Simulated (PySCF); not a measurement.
Work out the structure from these simulated measurements.

Formula: C5H9NOSi.

* NMR, other nuclei: isotropic shieldings of nuclei other than C and H, by class: -49 (1 N), 195 (1 O), 401 (1 Si) ppm [GIAO PBE0/pcSseg-1]
* Dipole: 5.11 D [B3LYP/def2-SVPD]
* Rotational structure: rotational constants A, B, C: 2.274, 1.073, 0.744 GHz [GFN2-xTB]
* 13C NMR: chemical shifts (computed TMS as zero) by class: 151.3 (1 C), 119.4 (1 C), 110.4 (1 C), 55.7 (1 C), -6.6 (1 C) ppm [GIAO PBE0/pcSseg-1]
* UV, first state: lowest singlet excitation: 5.46 eV (227 nm, f = 0.261) [TDDFT B3LYP/def2-SVPD]
* Triplet: lowest triplet excitation (Tamm–Dancoff): 3.50 eV [TDA B3LYP/def2-SVPD]

The electronic properties come from PySCF, for the isolated species, density fitting. Levels stand in brackets. Isolated species at its GFN2-xTB geometry (one conformer only). NMR classes are plain means over equivalent atoms (diastereotopic ones count apart unless rotation or inversion swaps them), as if these changed places fast.

Task: What is the compound? Reason from the data.

Result: Numbering: `[CH3:1][O:2]/[C:3]([C:4]#[N:5])=[CH:6]/[SiH2:7][CH3:8]`. Its formula, C5H9NOSi, gives 3 degrees of unsaturation: 0 rings and 3 π bonds in the structure found. 5 carbons fall into 5 classes; from least to most shielded: vinylic carbon bearing oxygen [C3] (151.3 ppm), nitrile carbon [C4] (119.4 ppm), alkene CH carbon [C6] (110.4 ppm), methoxy carbon [C1] (55.7 ppm), Si-methyl carbon [C8] (-6.6 ppm). The other shieldings belong to: -49 ppm, nitrile nitrogen [N5]; 195 ppm, ether oxygen [O2]; 401 ppm, SiH2 silicon [Si7]. S1 is mainly HOMO→LUMO (weight 0.95); the largest Löwdin shares of the orbital it empties are 0.31 on the alkene CH carbon, 0.22 on the ether oxygen, 0.19 on the vinylic carbon bearing oxygen and 0.06 on the nitrile nitrogen, of the orbital it fills 0.26 on the alkene CH carbon, 0.21 on the vinylic carbon bearing oxygen, 0.17 on the nitrile nitrogen and 0.13 on the nitrile carbon. The optimised geometry has point group C1 and is an asymmetric top. Structure: `[SiH2](/C=C(/OC)C#N)C`. Computed isomers that give other values at the same levels: `COc1ccn([SiH3])c1` (13C chemical shifts (computed TMS as zero) by class: 159.2 (1 C), 126.8 (1 C), 111.3 (1 C), 106.0 (1 C), 57.8 (1 C) ppm); `N#CC[C@@H]1CCO[SiH2]1` (13C chemical shifts (computed TMS as zero) by class: 124.8 (1 C), 69.7 (1 C), 33.8 (1 C), 25.6 (1 C), 17.9 (1 C) ppm); `C=C([SiH3])/C=N\C(C)=O` (13C chemical shifts (computed TMS as zero) by class: 180.6 (1 C), 158.5 (1 C), 155.2 (1 C), 150.1 (1 C), 28.2 (1 C) ppm). The assignments are read from this structure; whether some other isomer fits the data as well wasn't checked.

Conformer computed: `[CH3:1][O:2]/[C:3]([C:4]#[N:5])=[CH:6]/[SiH2:7][CH3:8]`: C1–O2–C3–C4 180°, C3–C6–Si7–C8 169°.
